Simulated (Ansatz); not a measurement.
Cartesian coordinates (Å):
```xyz
7

N     -2.1818    -0.9869    -0.0137
C     -1.2160    -0.3668    -0.0065
C     -0.0038     0.4518     0.0028
C      1.2220    -0.3465     0.0020
N      2.1979    -0.9506     0.0016
H     -0.0061     1.1051    -0.8737
H     -0.0122     1.0940     0.8875
```
Charge 0, spin multiplicity 1.

The numbers are results of frozen-core CCSD(T)/cc-pVTZ // B3LYP-D3(BJ)/def2-TZVP (Ansatz, a quantum-chemistry and plane-wave program), not measurements.

```
Property                        Value
----------------------  -------------
HF energy               -223.71767 Ha
MP2 correlation energy    -0.83454 Ha
```

Question: Estimate the CCSD correlation energy, the (T) correction, the total energy and the T1 diagnostic.

Answer: 
The CCSD correlation energy is -0.84226 Ha. The (T) correction is -0.04396 Ha and the CCSD(T) total energy is -224.60389 Ha. The T1 diagnostic is 0.014.
